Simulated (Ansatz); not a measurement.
Reaction (redistribution): `B[SiH]1BS1` + `[CH3][Ge]([F])([F])[AlH2]` → `[BH2][Ge]([F])([F])[AlH2]` + `C[SiH]1BS1`

Isolated molecules relaxed with PBE0-D4/def2-TZVP in Ansatz; ΔE leaves out vibrations. CCSD(T)/CBS adds triple-zeta CCSD(T) − MP2 to the extrapolated MP2 energy (def2 sets, frozen cores). Functionals use def2-TZVPP. For Ge outer-core shells are correlated without core-valence functions, which leaves a few kJ/mol of doubt a bond. Scalar relativity is left out up to krypton.

CCSD(T)/CBS gives +13.4 kJ/mol.

(1) Another level gave +15.4 kJ/mol. Which?
A. HF/def2-TZVPP
B. revPBE/def2-TZVPP
C. PBE0/def2-TZVPP
D. ωB97X-V/def2-TZVPP

Largest T1 diagnostic among the species: 0.020.

Results:

(1) C. PBE0 15.4, revPBE 19.5, ωB97X-V 9.2, HF/def2-TZVPP 1.8 kJ/mol.

Leaving LDA and LC-ωPBE aside and taking each functional with its dispersion term where it has one, the values, not all of them listed here, spread over 12.3 kJ/mol, from BHLYP-D4 to PBE-D4. LDA lies +3.3 kJ/mol from PBE without D4. In def2-TZVPP, CCSD(T) changes the Hartree–Fock value by +13.3 kJ/mol (the triples alone add +3.1 kJ/mol) and MP2 by +11.5 kJ/mol. From PBE to PBE0 (25 % exact exchange), in def2-TZVPP and without D4, ΔE moves by −5.4 kJ/mol.
